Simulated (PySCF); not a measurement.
Frontier orbitals and the lowest excitations

Species: C4H9GaO2Si.
Geometry (PBE0-D3(BJ)/def2-SVP, Å), atoms numbered from 1 in this order:
```xyz
17
C4H9GaO2Si angstrom
Si    -2.2832    0.0866    0.4097
C     -1.4625   -1.3979   -0.3809
Ga     0.4521   -1.1456   -0.7494
O      0.7586    0.7771   -1.0195
C      1.3126    1.5547   -0.1911
C      1.8316    1.2177    1.0622
C      1.7999   -0.0833    1.5725
O      1.3198   -1.1094    1.0126
H     -1.4901    0.5619    1.5899
H     -3.6672   -0.2188    0.8974
H     -2.3828    1.2263   -0.5543
H     -1.5452   -2.2600    0.3041
H     -1.9955   -1.6746   -1.3055
H      1.3945   -1.9040   -1.7363
H      1.3849    2.6111   -0.5084
H      2.2820    2.0036    1.6681
H      2.2381   -0.2512    2.5734
```

Method: PySCF, TDDFT B3LYP/def2-SVPD, vertical, gas phase, core orbitals frozen in the response. The B3LYP/def2-SVPD calculation is non-relativistic and has no spin–orbit coupling, an omission that weighs most on gallium.

Frontier orbitals with the atoms that hold most of them (Löwdin shares over 4%, at most four atoms; ? is withheld):

| orbital | ε (eV) | atoms |
| --- | --- | --- |
| LUMO+2 | 0.34 | Ga3 18%, Si1 11%, C2 10%, H13 7% |
| LUMO+1 | 0.11 | Ga3 24%, Si1 12%, C6 9%, C7 8% |
| LUMO | ? | ? |
| HOMO | -7.04 | ? |
| HOMO-1 | -7.88 | C2 22%, C6 13%, Ga3 12%, Si1 10% |
| HOMO-2 | -8.24 | O4 32%, O8 30%, C5 8%, C7 8% |
| HOMO-3 | -8.70 | Si1 23%, C2 21%, H9 9%, H11 8% |

(1) Give the leading atoms of the LUMO.

(2) Which atoms hold the HOMO, and with what shares?

(3) What is the LUMO energy, and the HOMO–LUMO gap?

Answers

(1) C5 (bonded to C, O and H) 25%; C7 (bonded to C, O and H) 25%; O8 (bonded to C and Ga) 16%; O4 (bonded to C and Ga) 16%. By element: carbon 51% or more, oxygen 32%.

(2) C6 (bonded to 2 C and H) 22%; C2 (bonded to Ga, Si and 2 H) 13%; O8 (bonded to C and Ga) 12%; O4 (bonded to C and Ga) 12%. By element: carbon 34% or more, oxygen 25%.

(3) ε(LUMO) = -2.41 eV; the gap is 4.63 eV (0.1701 hartree).

Question: The HOMO–LUMO gap is 4.63 eV. Where does the response calculation put the lowest singlet, and from which orbitals?

Answer: S1 is at 4.06 eV (f = 0.029), 0.57 eV below the gap, made of HOMO→LUMO (90%), HOMO-1→LUMO (9%). Without the coupling terms of the response equations the lowest excitation would equal the gap.

Question: Give energy, strength and leading configuration of S1, S2 and S3, and follow the Löwdin shares of the leading atoms from the occupied to the empty orbital.

Answer: 
- S1 (4.06 eV, f 0.029), HOMO→LUMO (90%): C6 22% → at most 16%, C2 13% → at most 16%, C5 at most 13% → 25%, C7 at most 13% → 25%
- S2 (4.34 eV, f 0.0011), HOMO-2→LUMO (99%): O4 32% → 16%, O8 30% → 16%, C5 8% → 25%, C7 8% → 25%
- S3 (5.05 eV, f 0.106), HOMO-1→LUMO (88%): C2 22% → at most 16%, C6 13% → at most 16%, C5 at most 11% → 25%, C7 at most 11% → 25%

One conformer stands for the species.
